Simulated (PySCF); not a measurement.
# Reading the logs of faulty runs: BGeH7OSi

Calculated results; nothing here was measured. They come from PySCF 2.14.0, an open-source quantum chemistry program, on an isolated molecule that a program drew, which may never have been made. The molecule is BGeH7OSi (charge 0, singlet), drawn as the SMILES string `[BH2][GeH2][O][SiH3]`.

Each row is a Hartree-Fock (HF) and frozen-core CCSD(T) single point in the cc-pV(D+d)Z basis, meant for a local HF minimum. Run 1 is clean. Each other run has one planted mistake out of seven kinds, and not every kind appears here: one electron removed, one electron added, multiplicity raised by two, geometry at a saddle point, minimal basis STO-3G, one bond length entered in bohr, all coordinates scaled. The reference is restricted for singlets and unrestricted otherwise, and also for a bond in bohr. Adding or removing an electron swaps singlet and doublet. Electrons count all cores. HOMO and LUMO are orbital energies over both spins, the gradient is its largest component, and the lowest frequency (negative if imaginary) is given only where the gradient is small. Bond lengths are over the 10 bonds as drawn. T1 is the CCSD diagnostic: over 0.02 (restricted) or 0.045 (unrestricted) a single reference is doubtful. Germanium has the cc-pVDZ-PP basis, with a core potential (ECP10MDF) in place of its 10 inner electrons, and its 3s, 3p and 3d shells are frozen in CCSD(T).

Geometry of the clean run:
```xyz
11
BGeH7OSi, angstrom
B    -0.0064   -1.4465   -0.0295
Ge   -0.4243    0.4632   -0.7316
O     0.1937    1.6617    0.4431
Si    0.3250    3.2592    0.7433
H     0.5686   -1.6159    1.0050
H    -0.3465   -2.3987   -0.6727
H     0.2579    0.7595   -2.0757
H    -1.9308    0.7209   -0.8846
H    -1.0113    3.8993    0.8145
H     1.0172    3.4541    2.0353
H     1.1002    3.9395   -0.3228
```

```
run,electrons,basis functions,<S^2>,HOMO (eV),LUMO (eV),gradient (hartree/bohr),lowest frequency (cm^-1),mean bond (Å),longest bond (Å),T1,HF (hartree),CCSD(T) (hartree),mistake
1,66,109,0.000,-11.11,1.12,3.0e-05,31,1.5408,2.077,0.0122,-685.96126,-686.49482,no fault
2,67,109,0.761,-0.93,7.46,5.8e-02,-,1.5408,2.077,0.0126,-685.95547,-686.50899,one electron added
3,65,109,0.765,-16.11,-7.11,1.1e-01,-,1.5408,2.077,0.0468,-685.60818,-686.11043,one electron removed
4,66,109,0.000,-10.93,0.98,2.7e-02,-,1.6332,2.202,0.0138,-685.92925,-686.47331,all coordinates scaled
5,66,109,0.789,-8.57,1.06,9.5e-03,-,1.6728,2.803,0.0483,-685.84650,-686.37390,one bond length entered in bohr
6,66,109,2.014,-7.82,-1.96,6.0e-02,-,1.5408,2.077,0.0189,-685.83664,-686.36619,?
```

**Which mistake was planted in run 6, and what did it cost?**

Electrons, basis and geometry are unchanged, and <S^2> is 2.014, beside S(S+1) = 2.00 for a multiplicity of 3. So the mistake is: multiplicity raised by two. Subtracting run 1 and multiplying by 627.51 kcal/mol a hartree, the energy moved by 78.2 kcal/mol in HF and 80.7 kcal/mol in CCSD(T).

Cautions from the logs. Run 3: T1 is over the limit, so its CCSD(T) energy is less reliable; run 5: T1 is over the limit, so its CCSD(T) energy is less reliable.
